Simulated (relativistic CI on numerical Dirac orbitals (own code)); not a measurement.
**Spin-allowed bands of a d3 ion in a tetrahedral site, by hand**

Problem. Take Δ = 4700 cm⁻¹ and B = 880 cm⁻¹ for a d3 ion in a tetrahedral site. Calculate the three spin-allowed bands.

Working.
1. The terms of highest spin are 4F (energy 0) and 4P (15B = 13200 cm⁻¹). Here the F term splits into A2 at +1.2Δ = 5640, T2 at +0.2Δ = 940 and T1 at −0.6Δ = -2820 cm⁻¹.
2. The two T1 states mix through the element 0.4Δ: H = [[-2820, 1880], [1880, 13200]], with roots ½(H₁₁ + H₂₂) ∓ ½√[(H₂₂ − H₁₁)² + 4H₁₂²] = ½(10380) ∓ ½(16455) = -3038 and 13418 cm⁻¹.
3. The ground term is 4T1 at -3038 cm⁻¹.
4. Bands: 4T2 3978 cm⁻¹ (2514 nm), 4A2 8678 cm⁻¹ (1152 nm), 4T1(P) 16455 cm⁻¹ (608 nm).

Check. Exact diagonalisation of the whole d3 shell with these parameters gives 4T2 3978, 4A2 8678, 4T1 16455 cm⁻¹. The match is exact, since without spin-orbit coupling no other term has this spin. The ratio of the second band to the first, 2.182, depends on Δ/B = 5.3 alone, which is how a Tanabe-Sugano diagram is read.
